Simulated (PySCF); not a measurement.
C$_{3}$H$_{6}$Cl, doublet, geometry from GFN2-xTB. Base run: B3LYP/cc-pVDZ (PySCF).

Geometry (Å):
```xyz
10

C      0.8820    -0.6904    -0.0652
C      2.3345    -0.2229    -0.0087
C     -0.0452     0.4513    -0.2173
H      0.6300    -1.2491     0.8409
H      0.7719    -1.3943    -0.9061
H      3.0003    -1.0759     0.0923
Cl    -1.6893     0.2603     0.1533
H      2.5969     0.3145    -0.9165
H      2.4872     0.4394     0.8393
H      0.2046     1.3124    -0.8096
```
Charge 0, spin multiplicity 2.
Orbitals are unrestricted.
All else is at PySCF's defaults.

Variants of this job, named by their change:

| change | basis functions | E (Eh) | HOMO (eV) | dipole (D) |
|---|---|---|---|---|
| base | 90 | -578.09705 | -5.31 | 1.42 |
| basis = jorge-DZP-DKH; relativity = spin-free X2C; nucleus = Gaussian (with mol.nucmod = 'G') | 99 | -579.56742 | -5.39 | 1.51 |
| basis = jorge-DZP-DKH; relativity = spin-free X2C | 99 | -579.56791 | -5.39 | 1.51 |
| basis = cc-pVDZ-DK; relativity = spin-free X2C; nucleus = Gaussian (with mol.nucmod = 'G') | 90 | -579.56000 | -5.30 | 1.41 |
| basis = x2c-SVPall; relativity = none | 90 | -577.67919 | -5.28 | 1.25 |
| basis = x2c-SVPall; relativity = spin-free X2C | 90 | -579.30564 | -5.27 | 1.24 |
| basis = jorge-DZP-DKH; relativity = none | 99 | -577.89058 | -5.40 | 1.53 |
| basis = cc-pVDZ-DK; relativity = none | 90 | -577.74882 | -5.31 | 1.43 |
| basis = x2c-SVPall; relativity = spin-free X2C; nucleus = Gaussian (with mol.nucmod = 'G') | 90 | -579.30520 | -5.27 | 1.24 |
| basis = cc-pVDZ-DK; relativity = spin-free X2C | 90 | -579.56049 | -5.30 | 1.41 |

Total energies compare only within one method and basis.

Open shells are given as the SCF converged; they aren't shown to be the lowest states, and a large step between rows can be another state.

Basis sets contracted for a relativistic Hamiltonian are a mismatch without it, so the rows without relativity aren't non-relativistic limits. No row has spin-orbit coupling; sets with core potentials leave out the core electrons.
